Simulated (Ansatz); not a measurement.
`C[CH](C)[Al]([OH])[OH]`, one more setting.

```yaml
crystal:
  periodic: [false, false, false]
  atoms:
    - {symbol: C, position_ang: [-0.769179, -0.406138, 1.527328]}
    - {symbol: C, position_ang: [-0.033358, -0.681634, 0.214985]}
    - {symbol: C, position_ang: [1.472746, -0.804487, 0.463174]}
    - {symbol: Al, position_ang: [-0.419675, 0.673111, -1.140312]}
    - {symbol: O, position_ang: [-0.945800, 0.194234, -2.682652]}
    - {symbol: O, position_ang: [-0.192516, 2.302216, -0.715840]}
    - {symbol: H, position_ang: [-0.487682, 0.563627, 1.948254]}
    - {symbol: H, position_ang: [-1.856299, -0.405513, 1.405335]}
    - {symbol: H, position_ang: [-0.527044, -1.167732, 2.278960]}
    - {symbol: H, position_ang: [-0.390438, -1.637054, -0.189369]}
    - {symbol: H, position_ang: [1.896272, 0.133941, 0.834432]}
    - {symbol: H, position_ang: [1.682840, -1.571289, 1.219088]}
    - {symbol: H, position_ang: [2.025168, -1.080902, -0.439835]}
    - {symbol: H, position_ang: [-1.144289, 0.782714, -3.407765]}
    - {symbol: H, position_ang: [-0.332546, 3.054406, -1.286382]}
basis:
  gaussian: {orbitals: cc-pVDZ, nuclear_model: gaussian, point_charges: [{charge: 1.00, position_ang: [6.280, 0.224, -0.950]}]}
hamiltonian: {xc: {name: HF}}
correlation: {method: mp2}
```

```sh
$ ansatz run in.yaml --threads 2 --pin off --events-out ev --progress --plain --max-ram 32768MiB --backend cpu
```

Shortened log:

```
Functional definition: HF
1217 factors; integrals over basis functions are off by at most 1.2e-3 eV
mean field evaluation 1: about -13888.1522 eV, gradient 5.4e1 eV
mean field evaluation 2: about -13888.3068 eV, gradient 5.4e1 eV
mean field evaluation 4: about -13894.3917 eV, gradient 3.9e0 eV
mean field evaluation 8: about -13894.4578 eV, gradient 2.3e-1 eV
mean field -13894.45804266 eV, -510.6119150657 hartree, gradient 6.9e-6 eV, S^2 0.000000; 0 other end points of the search recorded, 0 dependent functions left out
10 core orbitals not correlated: weight in the atoms' cores, before any rotation towards them, 1.000 or more for the frozen orbitals, at most 0.000 for the correlated occupied ones
reference -13894.45804266 eV, -510.6119150657 hartree; 18, 18 occupied and 105, 105 virtual orbitals, 1217 factors
second order -23.85243658 eV of doubles, -0.00000000 eV of singles
Total energy: -13918.31047923 eV, -511.4884759422 hartree
```

It took 1.4 s on 2 threads of an AMD EPYC 7R13 on a shared host, with 0.28 GiB of host memory at the peak.
